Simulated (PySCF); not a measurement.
Level of theory: B3LYP-D3(BJ)/def2-TZVP (PySCF). All species are isolated molecules in the gas phase. One relaxed conformer stands for a flexible species; it need not be the lowest. B3LYP has the VWN-RPA correlation part, as in Gaussian. Excitations are Tamm–Dancoff values on a coarser integration grid. The basis has no diffuse functions, so Rydberg states are missing or too high.

Reference species (SMILES): `CC1=CCC1` (neutral, multiplicity 1).

| Item | Value |
|---|---|
| S1 excitation (TDA) | 6.75 eV |
| brightest of the four lowest singlets (TDA) | 7.37 eV |
| T1 excitation (TDA) | 4.37 eV |

Changed species: `CCC1C=C1` (C–C–C–C torsion 147°).

**Question.** Give the shifts of the S1 excitation (TDA), brightest of the four lowest singlets (TDA) and T1 excitation (TDA).

**Answer.** the S1 excitation (TDA) falls by 0.62 eV, to 6.13 eV; the brightest of the four lowest singlets (TDA) drops by 0.86 eV, to 6.51 eV; the T1 excitation (TDA) falls by 0.17 eV, to 4.20 eV.
